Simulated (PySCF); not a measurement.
Compound: C7H7NS.
Structure used (GFN2-xTB), in Å, numbered top down from 1:
```xyz
16
C7H7NS angstrom
C     -2.643    1.102   -0.006
N     -2.697   -0.299    0.311
C     -1.641   -1.119    0.416
S     -1.820   -2.713    0.829
C     -0.348   -0.635    0.178
C      0.833   -0.367    0.063
C      2.148   -0.047   -0.121
C      3.262    0.561    0.206
C      3.348   -0.287   -1.017
H     -1.675    1.330   -0.449
H     -2.773    1.717    0.890
H     -3.432    1.352   -0.717
H     -3.593   -0.703    0.547
H      3.799    1.182    0.877
H      3.857   -1.244   -0.979
H      3.367    0.179   -1.996
```

Computed with TDDFT CAM-B3LYP/def2-SVPD, vertical, gas phase, core orbitals frozen in the response in PySCF 2.14.0, density-fitted response routines.

Ground-to-excited transition dipoles (e·a0, same axes as the geometry; the sign carries no meaning), for the states with f of 0.002 or more among the lowest 7:

```json
{"state": "S1", "E (eV)": "2.740", "μx": "0.181", "μy": "0.081", "μz": "0.030"}
{"state": "S2", "E (eV)": "3.921", "μx": "0.239", "μy": "0.866", "μz": "-0.237"}
{"state": "S3", "E (eV)": "4.272", "μx": "0.655", "μy": "0.365", "μz": "-0.026"}
{"state": "S4", "E (eV)": "4.553", "μx": "-0.800", "μy": "-0.240", "μz": "-0.008"}
{"state": "S5", "E (eV)": "4.709", "μx": "0.289", "μy": "1.103", "μz": "-0.273"}
{"state": "S6", "E (eV)": "5.166", "μx": "-1.161", "μy": "-0.692", "μz": "0.302"}
{"state": "S7", "E (eV)": "5.402", "μx": "-0.560", "μy": "-0.195", "μz": "-0.083"}
```

Task: Work out the oscillator strengths.

Result: f = (2/3) ΔE |μ|² with ΔE in hartree (27.2114 eV).

```
state  |μ|² (au)  |μ| (D)      f
   S1      0.040     0.51  0.003
   S2      0.864     2.36  0.083
   S3      0.563     1.91  0.059
   S4      0.698     2.12  0.078
   S5      1.374     2.98  0.159
   S6      1.918     3.52  0.243
   S7      0.358     1.52  0.047
```

Task: Which bond between heavy atoms lies closest to the direction of the S6 transition dipole?

Result: C3–C5, at 10° from it; next C6–C7 at 18°.

Task: What angle do the transition dipoles of S3 and S5 make?

Result: |cos θ| = |μa·μb| / (|μa| |μb|) = 0.68, so θ ≈ 47° (taken between 0 and 90°, since the signs are arbitrary).

Task: How is the summed strength of these states shared among x, y and z?

Result: (2/3) Σ ΔE μα² gives 0.346 for x, 0.299 for y and 0.027 for z, 0.671 in all.

Time: 68 s wall; peak memory 1.1 GiB. Hardware: one thread, Arm Neoverse V1 (aarch64), shared host with 32 logical CPUs at a one-minute load of 16.

One conformer stands for the species.
